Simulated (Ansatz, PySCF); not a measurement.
Caution: the highest occupied level lies above zero, so the state may not be bound. This triplet lies within 0.05 eV of the relaxed singlet at the level frozen-core CCSD(T)/aug-cc-pVTZ // PBE0-D3(BJ)/def2-TZVPD (Ansatz, a first-principles code).

Cartesian coordinates (Å):
SMILES: [BH-][AlH2]
```xyz
5

B      1.3447    -0.2743     0.0544
Al    -0.6339     0.0288     0.0162
H      2.5095     0.0263     0.0722
H     -1.4436     1.4543    -0.0092
H     -1.7445    -1.1655     0.0061
```
Charge -1, spin multiplicity 3.

Problem. Give the total energy and highest occupied spin orbital at the level PBE0-D3(BJ)/def2-TZVPD (PySCF).

Solution. 
The total energy is -268.8596 Ha and the highest occupied spin orbital is 0.39 eV.
